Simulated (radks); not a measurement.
Results of a calculation; reference values are marked as such.
Nd4+, configuration [Xe] 4f2. Level of theory: scalar-relativistic Kohn-Sham, LDA (Slater exchange, Perdew-Wang correlation), spin-polarised, spherical densities, finite nucleus; open shells are filled with parallel spins first (spin-orbit coupling, left out, can overturn this in heavy ions); Fermi nuclear charge, rms radius 4.9123 fm (a radial shooting solver on a logarithmic mesh with Libxc functionals). Some entries of the table are withheld. Estimate them.

| orbital | occ. | eigenvalue (eV) | <r> (bohr) | <1/r> (bohr^-1) |
|---|---|---|---|---|
| 1s down | 1 | -43405.07 | 0.02365 | 65.98 |
| 1s up | 1 | -43405.07 | 0.02365 | 65.98 |
| 2s up | 1 | -7065.506 | 0.1011 | 15.24 |
| 2s down | 1 | -7065.484 | 0.1011 | 15.24 |
| 2p up | 3 | -6325.067 | 0.08884 | 14.38 |
| 2p down | 3 | -6325.052 | 0.08883 | 14.38 |
| 3s up | 1 | -1575.245 | 0.2667 | 5.552 |
| 3s down | 1 | -1574.536 | 0.2667 | 5.554 |
| 3p up | 3 | -1341.656 | 0.2648 | 5.250 |
| 3p down | 3 | -1340.953 | 0.2647 | 5.251 |
| 3d up | 5 | -1016.409 | 0.2420 | 4.983 |
| 3d down | 5 | -1015.855 | 0.2419 | 4.985 |
| 4s up | 1 | -355.0899 | 0.6052 | 2.339 |
| 4s down | 1 | -353.3546 | 0.6052 | 2.339 |
| 4p up | 3 | -278.1122 | 0.6396 | 2.159 |
| 4p down | 3 | -276.3863 | 0.6397 | 2.159 |
| 4d up | 5 | -168.4633 | 0.6978 | 1.898 |
| 4d down | 5 | -166.7674 | 0.6982 | 1.897 |
| 5s up | 1 | -83.6881 | 1.393 | 0.9563 |
| 5s down | 1 | -82.7969 | 1.400 | 0.9508 |
| 5p up | 3 | -63.0805 | 1.573 | 0.8354 |
| 5p down | 3 | -62.3901 | 1.582 | 0.8293 |
| 4f up | 2 | -50.8281 | 0.8953 | 1.416 |
| 4f down | 0 | -49.2962 | 0.9040 | 1.407 |
| 5d up | 0 | -36.5374 | 2.040 | (1) |
| 5d down | 0 | -36.1686 | 2.056 | (2) |
| 6s up | 0 | -30.3947 | 2.963 | 0.4398 |
| 6s down | 0 | -30.2306 | 2.975 | 0.4381 |

Answer. 
(1) 5d up <1/r> (bohr^-1): 0.6309
(2) 5d down <1/r> (bohr^-1): 0.6248
